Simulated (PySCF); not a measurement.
A compound of formula [C17H11O]+ has these computed shifts in ppm, with the number of atoms in brackets (GIAO PBE0/pcSseg-1, gas phase, PySCF SCF with an in-house response code, fitting set def2-universal-JFIT up to Ne and JKFIT beyond, grid level 2, non-relativistic, on the GFN2-xTB geometry; 13C, 1H against isolated TMS; 17O against isolated H2O).

13C: 172.4 (1), 156.4 (1), 153.8 (1), 144.2 (1), 143.8 (1), 142.5 (1), 140.8 (1), 139.9 (1), 139.7 (1), 139.4 (1), 137.0 (1), 129.6 (1), 129.5 (1), 127.7 (1), 127.6 (1), 126.0 (1), 122.1 (1)
1H: 10.13 (1), 9.69 (1), 9.50 (1), 9.29 (1), 9.18 (1), 9.17 (1), 8.99 (1), 8.91 (1), 8.89 (1), 8.88 (1), 8.82 (1)
17O: 308.4 (1)

Question: Which structure gave them?

Answer: c1ccc2c(c1)c[o+]c1c3ccccc3ccc21. Other isomers were not compared.
